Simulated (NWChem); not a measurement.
# GeCl$_{2}$F$_{2}$; SMILES [F][Ge]([F])([Cl])[Cl]

Program: NWChem. All runs use the structure optimised with PBE0/def2-SVP. Ions are spin-unrestricted doublets at the neutral geometry; other ion states weren't tried.

For level CAM-B3LYP/def2-SVP:

```yaml
vertical ionisation energy, ΔSCF (eV): 12.59
"−ε(HOMO) (eV)": 11.30
```

Q: Estimate the same quantities for level PBE/def2-SVP.

A: The vertical ionisation energy, ΔSCF (eV) is 11.78 and the −ε(HOMO) (eV) is 8.43.
